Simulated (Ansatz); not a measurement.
These are Ansatz (an electronic-structure program) with PBE0-D4/def2-TZVP values and carry that method's errors. No frequencies were computed at this level.

Ansatz 0.2 input:
```yaml
crystal:
  periodic: [false, false, false]
  atoms:
    - { symbol: B, position_ang: [-1.167668, 1.667661, 0.049074] }
    - { symbol: C, position_ang: [-1.020104, 0.132358, 0.055132] }
    - { symbol: N, position_ang: [-2.183546, -0.613138, 0.152337] }
    - { symbol: C, position_ang: [0.164785, -0.551825, 0.013628] }
    - { symbol: C, position_ang: [1.478456, 0.006449, -0.004951] }
    - { symbol: C, position_ang: [2.589435, -0.735229, -0.053867] }
    - { symbol: H, position_ang: [-2.244134, 2.130761, 0.039618] }
    - { symbol: H, position_ang: [-0.245595, 2.381407, 0.034153] }
    - { symbol: H, position_ang: [-3.044518, -0.16031, -0.098485] }
    - { symbol: H, position_ang: [-2.132165, -1.597568, -0.059765] }
    - { symbol: H, position_ang: [0.12533, -1.638582, -0.002546] }
    - { symbol: H, position_ang: [1.559917, 1.082456, 0.021039] }
    - { symbol: H, position_ang: [2.54996, -1.812257, -0.078399] }
    - { symbol: H, position_ang: [3.569848, -0.292182, -0.066969] }
basis:
  gaussian: { orbitals: def2-tzvp }
hamiltonian:
  xc: pbe0
  dispersion: d4
relax:
  max_steps: 150
```

Output:

```
Functional definition: PBE0
1396 factors; their error is unknown
mean field evaluation 1: about -6427.4493 eV, gradient 6.6e1 eV
mean field evaluation 2: about -6421.9566 eV, gradient 7.8e1 eV
mean field evaluation 4: about -6437.3532 eV, gradient 7.9e0 eV
mean field evaluation 8: about -6437.5067 eV, gradient 3.1e-1 eV
mean field evaluation 16: about -6437.4999 eV, gradient 7.2e-3 eV
mean field -6437.49985792 eV, -236.5737562845 hartree, gradient 2.7e-5 eV, S^2 0.000000; 0 other end points of the search recorded, 0 dependent functions left out
reference -6437.49989339 eV, -236.5737575880 hartree; 22, 22 occupied and 212, 212 virtual orbitals, 1396 factors
relax step   1: F+E_penalty+E_count = -6437.73637082 eV  Δ(F+E_penalty+E_count) = +0.000e0 eV  max|allowed force component| = 8.238e-1 eV/Å  Δτ_max = 0.0000 Å  (32 SCF iters, accepted)
these checks for a lower state are left out or cut short: starts, cluster_reference, orbital_swaps, neighbouring_geometries, increment
1396 factors; their error is unknown
mean field -6437.53333286 eV, -236.5749864657 hartree, gradient 1.8e-5 eV, S^2 0.000000; 0 other end points of the search recorded, 0 dependent functions left out
reference -6437.53336835 eV, -236.5749877701 hartree; 22, 22 occupied and 212, 212 virtual orbitals, 1396 factors
relax step   2: F+E_penalty+E_count = -6437.77023305 eV  Δ(F+E_penalty+E_count) = -3.386e-2 eV  max|allowed force component| = 2.726e-1 eV/Å  Δτ_max = 0.0697 Å  (33 SCF iters, accepted)
these checks for a lower state are left out or cut short: starts, cluster_reference, orbital_swaps, neighbouring_geometries, increment
1396 factors; their error is unknown
mean field evaluation 32: about -6437.5348 eV, gradient 3.8e-4 eV
mean field -6437.53477773 eV, -236.5750395639 hartree, gradient 2.0e-5 eV, S^2 0.000000; 0 other end points of the search recorded, 0 dependent functions left out
reference -6437.53481325 eV, -236.5750408691 hartree; 22, 22 occupied and 212, 212 virtual orbitals, 1396 factors
relax step   3: F+E_penalty+E_count = -6437.77179242 eV  Δ(F+E_penalty+E_count) = -1.559e-3 eV  max|allowed force component| = 2.320e-1 eV/Å  Δτ_max = 0.0318 Å  (32 SCF iters, accepted)
these checks for a lower state are left out or cut short: starts, cluster_reference, orbital_swaps, neighbouring_geometries, increment
1396 factors; their error is unknown
mean field -6437.53768836 eV, -236.5751465275 hartree, gradient 1.8e-5 eV, S^2 0.000000; 0 other end points of the search recorded, 0 dependent functions left out
reference -6437.53772386 eV, -236.5751478321 hartree; 22, 22 occupied and 212, 212 virtual orbitals, 1396 factors
relax step   4: F+E_penalty+E_count = -6437.77465437 eV  Δ(F+E_penalty+E_count) = -2.862e-3 eV  max|allowed force component| = 4.140e-2 eV/Å  Δτ_max = 0.0168 Å  (34 SCF iters, accepted)
these checks for a lower state are left out or cut short: starts, cluster_reference, orbital_swaps, neighbouring_geometries, increment
1396 factors; their error is unknown
mean field -6437.53786607 eV, -236.5751530583 hartree, gradient 1.8e-5 eV, S^2 0.000000; 0 other end points of the search recorded, 0 dependent functions left out
reference -6437.53790155 eV, -236.5751543619 hartree; 22, 22 occupied and 212, 212 virtual orbitals, 1396 factors
relax step   5: F+E_penalty+E_count = -6437.77480066 eV  Δ(F+E_penalty+E_count) = -1.463e-4 eV  max|allowed force component| = 5.888e-2 eV/Å  Δτ_max = 0.0080 Å  (34 SCF iters, accepted)
these checks for a lower state are left out or cut short: starts, cluster_reference, orbital_swaps, neighbouring_geometries, increment
1396 factors; their error is unknown
mean field -6437.53791440 eV, -236.5751548344 hartree, gradient 1.8e-5 eV, S^2 0.000000; 0 other end points of the search recorded, 0 dependent functions left out
reference -6437.53794988 eV, -236.5751561382 hartree; 22, 22 occupied and 212, 212 virtual orbitals, 1396 factors
relax step   6: F+E_penalty+E_count = -6437.77487572 eV  Δ(F+E_penalty+E_count) = -7.506e-5 eV  max|allowed force component| = 1.388e-2 eV/Å  Δτ_max = 0.0026 Å  (35 SCF iters, accepted)
these checks for a lower state are left out or cut short: starts, cluster_reference, orbital_swaps, neighbouring_geometries, increment
1396 factors; their error is unknown
mean field -6437.53793461 eV, -236.5751555771 hartree, gradient 1.8e-5 eV, S^2 0.000000; 0 other end points of the search recorded, 0 dependent functions left out
reference -6437.53797009 eV, -236.5751568809 hartree; 22, 22 occupied and 212, 212 virtual orbitals, 1396 factors
relax step   7: F+E_penalty+E_count = -6437.77488132 eV  Δ(F+E_penalty+E_count) = -5.601e-6 eV  max|allowed force component| = 7.271e-3 eV/Å  Δτ_max = 0.0019 Å  (35 SCF iters, accepted)
1396 factors; their error is unknown
mean field evaluation 64: about -6437.5414 eV, gradient 5.5e-1 eV
mean field -6437.53793461 eV, -236.5751555771 hartree, gradient 1.8e-5 eV, S^2 0.000000; 1 other end points of the search recorded, 0 dependent functions left out
reference -6437.53797009 eV, -236.5751568809 hartree; 22, 22 occupied and 212, 212 virtual orbitals, 1396 factors
Total energy: -6437.77491680 eV, -236.5838645118 hartree
Atom 0 at    -1.134426     1.628252     0.048764 Å, force     0.004946     0.001072     0.000396 eV/Å
Atom 1 at    -1.035034     0.095800     0.069809 Å, force     0.001609    -0.000508     0.001172 eV/Å
Atom 2 at    -2.218182    -0.616483     0.167298 Å, force     0.001265    -0.002816    -0.002436 eV/Å
Atom 3 at     0.159644    -0.565852     0.021286 Å, force    -0.007271     0.000501     0.000896 eV/Å
Atom 4 at     1.469026     0.015377    -0.005632 Å, force     0.001171     0.001856    -0.000313 eV/Å
Atom 5 at     2.594112    -0.708012    -0.055075 Å, force     0.001083     0.000335     0.000057 eV/Å
Atom 6 at    -2.219510     2.138883     0.031572 Å, force    -0.001226    -0.000530    -0.000501 eV/Å
Atom 7 at    -0.170547     2.327979     0.034345 Å, force    -0.002389    -0.002203    -0.000252 eV/Å
Atom 8 at    -3.055720    -0.133066    -0.105221 Å, force     0.002057    -0.001355     0.000723 eV/Å
Atom 9 at    -2.205290    -1.592929    -0.079284 Å, force    -0.001010     0.003775     0.000917 eV/Å
Atom 10 at     0.140656    -1.658025     0.006560 Å, force     0.000081     0.000910    -0.000103 eV/Å
Atom 11 at     1.537980     1.097452     0.016565 Å, force    -0.000347    -0.000081    -0.000426 eV/Å
Atom 12 at     2.568752    -1.792832    -0.077269 Å, force    -0.000016    -0.000255    -0.000726 eV/Å
Atom 13 at     3.568541    -0.236543    -0.073718 Å, force     0.000047    -0.000701     0.000594 eV/Å
Dipole moment:    -0.217674    -0.261966    -0.145650 e Å
```

Cost: around 120 core-seconds (rough).
